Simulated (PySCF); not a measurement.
Breaking a bond: C₂, singlet.

UKS-wB97X-V = unrestricted wB97X-V/cc-pVDZ (PySCF); NEVPT2 = SC-NEVPT2 on CASSCF(8,8)/cc-pVDZ, all electrons correlated in PySCF; CASSCF(8,8)/cc-pVDZ (PySCF).

Energies are in kcal/mol, each relative to the lowest point of its own curve near equilibrium.

```json
[
 {"R / Å": "0.94", "UKS-wB97X-V": "178.8", "NEVPT2": "193.7", "CASSCF(8,8)": "191.3"},
 {"R / Å": "0.99", "UKS-wB97X-V": "113.2", "NEVPT2": "124.1", "CASSCF(8,8)": "122.1"},
 {"R / Å": "1.07", "UKS-wB97X-V": "48.1", "NEVPT2": "52.9", "CASSCF(8,8)": "51.4"},
 {"R / Å": "1.12", "UKS-wB97X-V": "25.7", "NEVPT2": "26.6", "CASSCF(8,8)": "25.6"},
 {"R / Å": "1.18", "UKS-wB97X-V": "[?]", "NEVPT2": "8.4", "CASSCF(8,8)": "7.8"},
 {"R / Å": "1.22", "UKS-wB97X-V": "8.7", "NEVPT2": "2.4", "CASSCF(8,8)": "2.0"},
 {"R / Å": "1.25", "UKS-wB97X-V": "3.1", "NEVPT2": "0.3", "CASSCF(8,8)": "[?]"},
 {"R / Å": "1.28", "UKS-wB97X-V": "0.8", "NEVPT2": "0.0", "CASSCF(8,8)": "0.0"},
 {"R / Å": "1.32", "UKS-wB97X-V": "0.0", "NEVPT2": "1.8", "CASSCF(8,8)": "2.0"},
 {"R / Å": "1.38", "UKS-wB97X-V": "2.7", "NEVPT2": "8.0", "CASSCF(8,8)": "8.7"},
 {"R / Å": "1.45", "UKS-wB97X-V": "9.9", "NEVPT2": "18.7", "CASSCF(8,8)": "20.0"},
 {"R / Å": "1.56", "UKS-wB97X-V": "[?]", "NEVPT2": "—", "CASSCF(8,8)": "—"},
 {"R / Å": "1.70", "UKS-wB97X-V": "[?]", "NEVPT2": "—", "CASSCF(8,8)": "—"},
 {"R / Å": "1.89", "UKS-wB97X-V": "75.4", "NEVPT2": "—", "CASSCF(8,8)": "—"},
 {"R / Å": "2.07", "UKS-wB97X-V": "97.1", "NEVPT2": "—", "CASSCF(8,8)": "—"},
 {"R / Å": "2.23", "UKS-wB97X-V": "110.4", "NEVPT2": "—", "CASSCF(8,8)": "—"},
 {"R / Å": "2.49", "UKS-wB97X-V": "121.2", "NEVPT2": "—", "CASSCF(8,8)": "—"},
 {"R / Å": "2.75", "UKS-wB97X-V": "[?]", "NEVPT2": "—", "CASSCF(8,8)": "—"},
 {"R / Å": "3.05", "UKS-wB97X-V": "127.7", "NEVPT2": "—", "CASSCF(8,8)": "—"},
 {"R / Å": "3.39", "UKS-wB97X-V": "128.9", "NEVPT2": "—", "CASSCF(8,8)": "—"},
 {"R / Å": "3.76", "UKS-wB97X-V": "[?]", "NEVPT2": "—", "CASSCF(8,8)": "—"},
 {"R / Å": "4.34", "UKS-wB97X-V": "130.1", "NEVPT2": "—", "CASSCF(8,8)": "—"},
 {"R / Å": "4.96", "UKS-wB97X-V": "130.2", "NEVPT2": "—", "CASSCF(8,8)": "—"}
]
```

### Question
What belongs in the gaps?

### Answer

- 1.18, UKS-wB97X-V: 11.9
- 1.25, CASSCF(8,8): 0.1
- 1.56, UKS-wB97X-V: 24.5
- 1.70, UKS-wB97X-V: 45.0
- 2.75, UKS-wB97X-V: 125.5
- 3.76, UKS-wB97X-V: 129.5

A dash means that the run gave no value there, or that the column was ended at a point which the program doubted or which failed a test of continuity chosen for this set; such a test can also cut sound points.

The unrestricted solution behind UKS-wB97X-V changes between 2.23 and 2.49 Å, which can leave a kink. The unrestricted determinant behind UKS-wB97X-V is spin-contaminated at 0.94 to 4.96 Å (<S²> up to 2.0, against 0.00 for a pure singlet). The natural occupations jump between 1.45 and 1.56 Å in the active space behind NEVPT2, CASSCF(8,8).
